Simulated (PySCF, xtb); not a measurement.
C2H3BF2O, SMILES OB(F)/C=C/F. One conformer was computed; it need not be the lowest.

Harmonic wavenumbers (cm⁻¹) from xtb 6.7.1 with GFN2-xTB at its own minimum, in rising order: 90, 133, 182, 341, 389, 522, 548, 581, 759, 818, 905, 998, 1084, 1194, 1256, 1266, 1342, 1669, 3065, 3088, 3647.

Task: What does PBE0-D3(BJ)/def2-SVP (PySCF) give at its own minimum? (An estimate is asked for; the answer gives what the named calculation found.)

Result: 100, 147, 217, 374, 428, 547, 576, 659, 862, 874, 982, 990, 1171, 1229, 1340, 1392, 1471, 1743, 3193, 3219, 3939. Paired by order, the mean absolute difference is 76 cm⁻¹ and the zero-point energies are 34.1 and 36.4 kcal/mol.
